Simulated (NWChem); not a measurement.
## Correlation energy of Ge (+1)

```xyz
1

Ge     0.0000     0.0000     0.0000
```
Charge +1, spin multiplicity 2.

All runs are NWChem calculations.

Basis set: def2-TZVP. Each correlation energy counts from its own Hartree-Fock reference.

The Hamiltonian is non-relativistic. The correlated methods keep 9 core orbitals frozen. The stability of the SCF solutions was not checked. Open-shell Hartree-Fock references start from PBE0 orbitals. No row is a measurement; the coupled-cluster row has its own basis-set and correlation limits.

| method | correlation energy (mHa) |
|---|---|
| UMP2 | (withheld) |
| SCS-UMP2 | -156.1 |
| CCSD on ROHF | -176.5 |
| CCSD(T) on ROHF | (withheld) |
| CCSD[T] on ROHF | -182.6 |
| CCSD[T] on UHF | -178.8 |
| CCSD(T) on UHF | -178.1 |
| CCSD on UHF | -172.8 |

Fill in the missing entries.


- UMP2, correlation energy (mHa): -166.0
- CCSD(T) on ROHF, correlation energy (mHa): -181.9
